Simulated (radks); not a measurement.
Problem. F I, 9 electrons, occupied as [He] 2s2 2p5. All-electron calculation, non-relativistic Kohn-Sham, PBEsol, spin-polarised, spherical densities, point nucleus; open shells are filled with parallel spins first. Program: a radial shooting solver on a logarithmic mesh with Libxc functionals. Some entries of the table are withheld. Estimate them.

orbital  occ.  eigenvalue (hartree)  <r> (bohr)  r(max) (bohr)
1s up       1             -24.28030      0.1770         0.1148
1s down     1             -24.25290      0.1768         0.1148
2s up       1              -1.11740       1.002         0.7650
2s down     1              -1.05532       1.014         0.7692
2p up       3              -0.43399         (1)         0.7029
2p down     2              -0.37364         (2)         0.7126

Solution. 
(1) 2p up <r> (bohr): 1.088
(2) 2p down <r> (bohr): 1.127
